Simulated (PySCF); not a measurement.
Se(F)(OSiH3) (FH₃OSeSi), SMILES F[Se]O[SiH3].

Geometry: PBE-D3(BJ)/def2-SVP. The geometry has at least one imaginary mode, so it is a saddle point at that level. The values are those of a single conformer.

These are TDA-PBE/def2-SVPD (PySCF) values and carry that method's errors.

Vertical excitations. Isolated molecule, no solvent.

| state | energy (eV) | λ (nm) | f | main pairs |
|---|---|---|---|---|
| S1 | 2.89 | 429 | 0.000 | HOMO→LUMO 98 % |
| S2 | 3.52 | 352 | 0.000 | HOMO→LUMO+1 96 % |
| S3 | 5.01 | 248 | 0.009 | HOMO→LUMO+2 98 % |
| S4 | 5.17 | 240 | 0.014 | HOMO−1→LUMO 92 % |
| S5 | 5.38 | 230 | 0.003 | HOMO−2→LUMO 99 % |
| S6 | 5.61 | 221 | 0.010 | HOMO→LUMO+3 76 %, HOMO−1→LUMO+1 22 % |
| S7 | 5.64 | 220 | 0.011 | HOMO−1→LUMO+1 75 %, HOMO→LUMO+3 22 % |
| S8 | 5.97 | 208 | 0.029 | HOMO→LUMO+4 86 % |
| S9 | 6.07 | 204 | 0.036 | HOMO−2→LUMO+1 69 %, HOMO→LUMO+5 14 % |
| S10 | 6.09 | 203 | 0.015 | HOMO→LUMO+5 85 % |
| T1 | 2.08 | 595 | 0 | HOMO→LUMO 100 % |
| T2 | 2.65 | 468 | 0 | HOMO→LUMO+1 99 % |
| T3 | 4.77 | 260 | 0 | HOMO−1→LUMO 99 % |
| T4 | 4.84 | 256 | 0 | HOMO→LUMO+2 99 % |
Triplets are in the Tamm–Dancoff approximation.
